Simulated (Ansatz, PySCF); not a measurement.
C2H3O, SMILES C(=O)[CH2], multiplicity 2. Atoms are numbered in the order given.

```xyz
6

C      0.1717    -1.1680     0.0000
C     -0.4049     0.1293     0.0000
O      0.2651     1.1632     0.0000
H      1.2491    -1.2698     0.0000
H     -0.4476    -2.0553     0.0000
H     -1.5081     0.1845     0.0000
```
Charge 0, spin multiplicity 2.

Geometry: B3LYP-D3(BJ)/def2-TZVP. The isomer is the one that the SMILES or the coordinates give; other isomers of the formula were not compared.

Two levels are set side by side: PBE-D3(BJ)/def2-TZVP (Ansatz, an electronic-structure program) and B3LYP-D3(BJ)/def2-TZVP (Ansatz). Each level has its own optimised geometry; the coordinates shown are those of the second. Frequencies come from the Hessian of PySCF at each geometry. Differences are taken from unrounded values.

```json
[
 {"quantity": "mean bond length (Å)", "B3LYP-D3(BJ)": "1.184", "PBE-D3(BJ)": "1.193", "PBE-D3(BJ) minus B3LYP-D3(BJ)": "0.009"},
 {"quantity": "bond C1–C2 (Å)", "B3LYP-D3(BJ)": "1.420", "PBE-D3(BJ)": "1.427", "PBE-D3(BJ) minus B3LYP-D3(BJ)": "0.007"},
 {"quantity": "bond C2–O3 (Å)", "B3LYP-D3(BJ)": "1.232", "PBE-D3(BJ)": "1.241", "PBE-D3(BJ) minus B3LYP-D3(BJ)": "0.009"},
 {"quantity": "bond C1–H4 (Å)", "B3LYP-D3(BJ)": "1.082", "PBE-D3(BJ)": "1.091", "PBE-D3(BJ) minus B3LYP-D3(BJ)": "0.009"},
 {"quantity": "bond C1–H5 (Å)", "B3LYP-D3(BJ)": "1.082", "PBE-D3(BJ)": "1.091", "PBE-D3(BJ) minus B3LYP-D3(BJ)": "0.009"},
 {"quantity": "bond C2–H6 (Å)", "B3LYP-D3(BJ)": "1.105", "PBE-D3(BJ)": "1.116", "PBE-D3(BJ) minus B3LYP-D3(BJ)": "0.012"},
 {"quantity": "highest harmonic wavenumber (cm⁻¹)", "B3LYP-D3(BJ)": "3258", "PBE-D3(BJ)": "3188", "PBE-D3(BJ) minus B3LYP-D3(BJ)": "-69"},
 {"quantity": "mean harmonic wavenumber (cm⁻¹)", "B3LYP-D3(BJ)": "1551", "PBE-D3(BJ)": "1503", "PBE-D3(BJ) minus B3LYP-D3(BJ)": "-48"},
 {"quantity": "zero-point energy (kcal/mol)", "B3LYP-D3(BJ)": "26.60", "PBE-D3(BJ)": "25.78", "PBE-D3(BJ) minus B3LYP-D3(BJ)": "-0.82"}
]
```

GGA bonds tend to be longer and softer than those of functionals with exact exchange. Differences between two approximate levels are no errors against the true value.
